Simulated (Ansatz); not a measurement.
Reaction (substitution at a C–C bond): `CCC(N)F` + `OB(O)S` → `CCSB(O)O` + `NCF`

Program: Ansatz. Geometries: PBE0-D4/def2-TZVP. ΔE: electronic, gas phase. CCSD(T)/CBS adds triple-zeta CCSD(T) − MP2 to the extrapolated MP2 energy (def2 sets, frozen cores). Functionals use def2-TZVPP. B3LYP here is the variant with VWN-RPA as its local correlation; programs differ in this. Each species was taken in one conformer, which may not be the lowest.

```
             level  ΔE (kJ/mol)  difference from CCSD(T)/CBS
            PBE-D4         13.9                         -5.3
         r2SCAN-D4         19.1                         -0.1
               PBE         15.8                         -3.4
            r2SCAN         19.6                          0.4
             B3LYP         18.5                         -0.7
     HF/def2-TZVPP         24.0                          4.8
SCS-MP2/def2-TZVPP         18.1                         -1.1
   CCSD/def2-TZVPP         23.2                          4.0
CCSD(T)/def2-TZVPP         21.3                          2.1
     MP2/CBS(def2)         15.2                         -4.0
       CCSD(T)/CBS         19.2                            0
```

Largest T1 diagnostic among the species: 0.012.

The D4 term adds −3.2 kJ/mol with B3LYP and −1.8 kJ/mol with PBE0; it sums over pairs of atoms, weighted by their polarisabilities, and B3LYP, whose exchange is more repulsive, gets the larger term.
